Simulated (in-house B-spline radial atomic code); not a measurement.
Successive ionisation energies of iridium; each step leads to the configuration of the next row (after the last: [Kr] 4d10 4f9). Dirac energy differences include first-order Breit, QED and recoil terms. NIST's values go from ground level to ground level; the uncertainty of those that are theory runs from under 0.1 % in few-electron ions to several per cent in heavy many-electron ones. Computed with an all-electron radial atomic-structure program (B-spline basis): Dirac-Hartree-Fock, average of the configuration, finite nuclei.

```
  ion           configuration  ionisation energy (eV)  tabulated value (eV)  computed minus tabulated (eV)  highest orbital  largest mean radius (bohr)
 Ir9+               [Xe] 4f14                   197.2                 194.8                            2.4            5p3/2                      1.0831
Ir10+  [Kr] 4d10 4f14 5s2 5p5                   218.1                   217                            1.1            5p3/2                      1.0668
Ir11+  [Kr] 4d10 4f14 5s2 5p4                   239.4                   240                           -0.6            5p3/2                       1.052
Ir12+  [Kr] 4d10 4f14 5s2 5p3                   261.2                   264                           -2.8            5p3/2                      1.0379
Ir13+  [Kr] 4d10 4f14 5s2 5p2                   283.4                   303                          -19.6            5p3/2                      1.0245
Ir14+  [Kr] 4d10 4f14 5s2 5p1                   305.9                   329                          -23.1            5p3/2                      1.0118
Ir15+      [Kr] 4d10 4f14 5s2                   373.2                   356                           17.2            4f7/2                     0.90192
Ir16+      [Kr] 4d10 4f13 5s2                   412.9                   407                            5.9            5s1/2                     0.88699
Ir17+      [Kr] 4d10 4f12 5s2                   434.9                   445                          -10.1            5s1/2                     0.87265
Ir18+      [Kr] 4d10 4f12 5s1                   462.2                   472                           -9.8            5s1/2                     0.86403
Ir19+          [Kr] 4d10 4f12                   515.9                   510                            5.9            4f7/2                     0.48276
Ir20+          [Kr] 4d10 4f11                   559.5                   560                           -0.5            4f7/2                     0.47414
Ir21+          [Kr] 4d10 4f10                   604.3                   610                           -5.7            4f7/2                     0.46597
```

Where a p, d or f electron is removed, the computed value is a mean over both j, so it misses the tabulated one by a part of the spin-orbit splitting; averaging over terms and missing correlation add to the gap, relatively most at low charge.
